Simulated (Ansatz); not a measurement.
Input for Ansatz (a quantum-chemistry and plane-wave program): R-PBE/def2-TZVPPD on C2H9BO (a complex), monomers drawn apart or pushed together. Files ending in .json are basis or fitting sets from the Basis Set Exchange.

Ansatz 0.2 input:
```yaml
crystal:
  periodic: [false, false, false]
  atoms:
    - {symbol: B, position_ang: [0.14918511, 0.22652032, 1.09459427]}
    - {symbol: H, position_ang: [1.28059298, 0.51303444, 0.80575931]}
    - {symbol: H, position_ang: [-0.68599582, 1.01994754, 0.75031255]}
    - {symbol: H, position_ang: [-0.14383264, -0.93132885, 0.90094488]}
    - {symbol: C, position_ang: [-1.23139977, 0.05883722, 4.64259230]}
    - {symbol: O, position_ang: [0.07048844, 0.24672733, 4.06352518]}
    - {symbol: C, position_ang: [1.08516106, -0.54113150, 4.70792260]}
    - {symbol: H, position_ang: [-1.17781861, 0.29073289, 5.70591714]}
    - {symbol: H, position_ang: [-1.56027093, -0.97053954, 4.48626380]}
    - {symbol: H, position_ang: [-1.89876357, 0.74451830, 4.13186496]}
    - {symbol: H, position_ang: [1.09573953, -0.29676130, 5.76974746]}
    - {symbol: H, position_ang: [2.02705020, -0.27333770, 4.24155819]}
    - {symbol: H, position_ang: [0.88040337, -1.60288029, 4.55634285]}
basis:
  gaussian:
    orbitals: def2-TZVPPD.json
hamiltonian:
  xc: {name: PBE}
scf: {lower_state_search: off}
```

The log:

```
WARN ansatz: RAYON_NUM_THREADS=2 ignored (pool sized by the plan → 2); use --threads N
Functional definition: PBE
these checks for a lower state are left out or cut short: stability, starts, cluster_reference, orbital_swaps, neighbouring_geometries, increment
integrals: 0.20 GiB planned
1228 factors; their error is unknown
mean field: 1.74 GiB planned
mean field evaluation 1: about -4926.9035 eV, gradient 6.5e1 eV
mean field evaluation 2: about -4905.7357 eV, gradient 1.2e2 eV
mean field evaluation 4: about -4937.0685 eV, gradient 7.7e0 eV
mean field evaluation 8: about -4937.1866 eV, gradient 2.1e-1 eV
mean field evaluation 16: about -4937.1406 eV, gradient 2.4e-4 eV
mean field -4937.14059445 eV, -181.4365703319 hartree, gradient 2.1e-6 eV, S^2 0.000000; 0 other end points of the search recorded, 0 dependent functions left out
reference -4937.14064984 eV, -181.4365723675 hartree; 17, 17 occupied and 287, 287 virtual orbitals, 1228 factors
Total energy: -4937.14064984 eV, -181.4365723675 hartree
Checks for a lower state left out: stability, starts, cluster_reference, orbital_swaps, neighbouring_geometries, increment
```

Self-consistency was reached.

Cost: roughly 2.5 core-seconds.
